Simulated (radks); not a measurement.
Question: Valence configurations of Se+ (all share [Ar]). Calculated with a radial shooting solver on a logarithmic mesh with Libxc functionals: Dirac Kohn-Sham, BLYP, spin-unpolarised, spherical densities, finite nucleus; open shells are shared between the two j in proportion to 2j + 1; Fermi nuclear charge, rms radius 4.14 fm. Order these by energy: 3d9 4s2 4p4; 3d10 4p5; 3d10 4s1 4p4; 3d9.5 4s2 4p3.5; 3d7 4s2 4p6; 3d8 4s2 4p5; 3d8 4s1.5 4p5.5; 3d9 4s1.5 4p4.5; 3d10 4s2 4p3; 3d10 4s1.5 4p3.5.

Answer: From the lowest, in eV above it: 3d10 4s2 4p3 0.000; 3d10 4s1.5 4p3.5 5.764; 3d10 4s1 4p4 11.575; 3d10 4p5 23.331; 3d9.5 4s2 4p3.5 25.342; 3d9 4s2 4p4 53.244; 3d9 4s1.5 4p4.5 59.455; 3d8 4s2 4p5 116.99; 3d8 4s1.5 4p5.5 123.62; 3d7 4s2 4p6 191.75. NIST lists [Ar] 3d10 4s2 4p3 as the ground configuration; this level of theory agrees among the configurations tried. The energies are those of spherical spin-averaged densities, not of single terms.
